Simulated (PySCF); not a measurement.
MnH₃⁻, sextet: structure and spectrum

Level of theory: UPBE0 in PySCF with Mn def2-TZVPD, H def2-TZVPD; no relativity; density-fitted integrals.

The structure is a minimum.

| Item | Value |
| --- | --- |
| Point group | D3h |
| Bond lengths | Mn–H 1.768 Å (×3) |
| Bond angles | H–Mn–H 120.0° (×3) |
| Principal polarisabilities | 51.5, 67.5, 67.5 bohr³ |
| Rotational constants | 3.569, 3.569, 1.785 cm⁻¹ |
| Enthalpy at 298.15 K above 0 K | 11.87 kJ/mol |
| Spin squared ⟨S²⟩ | 8.776 |
| Dipole moment about the centre of mass | 0.00 D |
| Principal quadrupole moments (Buckingham, traceless) about the centre of mass | -7.13, -7.13, 14.27 D Å |
| Heat capacity Cp at 298.15 K | 51.0 J/(mol K) |
| Entropy at 298.15 K and 1 bar (electronic part: spin only) | 239.5 J/(mol K) |
| Highest occupied level (α) | -0.87 eV |
| Rotational symmetry number | 6 |
| Zero-point energy | 33.1 kJ/mol |
| Lowest empty level (α) | 3.41 eV |

Harmonic modes (masses in u: Mn 54.938, H 1.008):
```json
{"symmetry": "a2''", "ω (cm⁻¹)": "475", "IR (km/mol, summed over degenerate members)": "573", "μ (u)": "1.06"}
{"symmetry": "e'", "ω (cm⁻¹)": "481", "IR (km/mol, summed over degenerate members)": "474", "μ (u)": "1.04"}
{"symmetry": "e'", "ω (cm⁻¹)": "1347", "IR (km/mol, summed over degenerate members)": "1778", "μ (u)": "1.03"}
{"symmetry": "a1'", "ω (cm⁻¹)": "1399", "IR (km/mol, summed over degenerate members)": "0.0", "μ (u)": "1.01"}
```

In D3h the vibrations span a2'' + 2e' + a1'. The a1' mode carries no infrared intensity, as symmetry demands.

Charges (e); Mulliken and Löwdin values are unreliable with diffuse functions:
| atom | Mulliken | Löwdin | polar tensor | spin (Mulliken) | Mayer order to Mn1 |
| --- | --- | --- | --- | --- | --- |
| Mn1 | -0.57 | -0.13 | 0.63 | 5.22 | – |
| H2,3,4 | -0.14 | -0.29 | -0.54 | -0.07 | 0.93 |

Mulliken populations on Mn1: s 7.13, p 13.15, d 5.29, f 0.00.

Outer orbital energies (eV). α occupied: -4.78, -4.46, -4.46, -4.24, -4.24, -3.24, -0.87, -0.87; empty: 3.41, 4.93, 4.93, 5.38. β occupied: -3.28, -1.94, -1.94; empty: 3.88, 4.23, 4.25, 4.25.

Formally Mn is in oxidation state +2, d5, with 5 unpaired electrons (the high-spin count). The Mulliken spin on Mn is 5.22. The polar-tensor charge on Mn, 0.63, is far below the formal one.

Only a few start shapes were tried, so a lower isomer may exist. Open d and f shells are described by one determinant, and the ground state may have another occupation or spin. The lowest empty level of this anion is unbound, so it and the gap depend on the basis.

The final relaxation and frequency run took of the order of 50 core-seconds on a shared host.
